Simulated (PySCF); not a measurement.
# Basis and Hamiltonian dependence of the ionisation energy of Re(2+)

Re(2+) [Xe] 4f14 5d5 (6S) → Re(3+) [Xe] 4f14 5d4 (5D). All values are computed (PySCF 2.14, energy differences of UHF-based or UKS calculations, no spin-orbit coupling). Values in eV.

| basis | Hamiltonian | functions | UHF | PBE | PBE0 | MP2 (valence) | CCSD(T) (valence) |
| --- | --- | --- | --- | --- | --- | --- | --- |
| def2-TZVP with the def2 core potential (60 electrons) | ECP | 40 | 27.249 | 28.350 | n/a | 27.710 | n/a |
| aug-cc-pVDZ-PP with ECP60MDF | ECP | 54 | 27.288 | 28.422 | 28.353 | 27.781 | 27.842 |
| def2-TZVPPD with the def2 core potential (60 electrons) | ECP | 59 | 27.202 | 28.330 | 28.266 | 27.778 | 27.830 |
| cc-pVTZ-PP with ECP60MDF | ECP | 63 | 27.243 | n/a | n/a | 27.827 | n/a |
| aug-cc-pwCVDZ-PP with ECP60MDF | ECP | 70 | 27.264 | 28.401 | 28.334 | 27.820 | 27.872 |
| ANO-R2 | spin-free X2C | 81 | 27.286 | 28.331 | 28.289 | 27.821 | n/a |
| aug-cc-pVTZ-PP with ECP60MDF | ECP | 88 | 27.243 | 28.390 | 28.321 | 27.830 | 27.880 |
| def2-QZVPPD with the def2 core potential (60 electrons) | ECP | 91 | 27.194 | 28.325 | 28.261 | 27.791 | 27.841 |
| x2c-TZVPPall | spin-free X2C | 97 | 27.252 | 28.330 | 28.276 | 27.783 | 27.838 |
| ANO-RCC-VTZP | spin-free X2C | 104 | 27.234 | 28.340 | 28.279 | 27.761 | 27.813 |
| x2c-TZVPPall with one added diffuse shell each of s, p, d, f type | spin-free X2C | 113 | 27.251 | 28.329 | 28.275 | 27.781 | 27.836 |
| aug-cc-pVTZ-PP with one added diffuse shell each of s, p, d, f, g type with ECP60MDF | ECP | 113 | 27.243 | 28.390 | 28.321 | 27.830 | n/a |
| aug-cc-pwCVTZ-PP with ECP60MDF | ECP | 122 | 27.240 | 28.386 | 28.317 | 27.843 | n/a |
| aug-cc-pVQZ-PP with ECP60MDF | ECP | 135 | 27.239 | 28.385 | 28.316 | 27.859 | n/a |

Extrapolation of MP2 (valence) from aug-cc-pVTZ-PP with ECP60MDF and aug-cc-pVQZ-PP with ECP60MDF: the correlation parts are 0.587 and 0.620 eV; with the X⁻³ form and unrounded values, (4³ × 0.620 − 3³ × 0.587)/(4³ − 3³) = 0.644 eV, and adding the Hartree-Fock value 27.239 eV of the larger basis gives 27.883 eV.

Frozen in the all-electron rows: valence: [Xe] 4f14; with a core potential, the same shells as far as they lie outside it.

Between the lowest levels the reference is 27 ± 1.6 eV (theoretical estimate listed by NIST; NIST Atomic Spectra Database, ionization energies); it includes spin-orbit coupling, which these numbers lack.
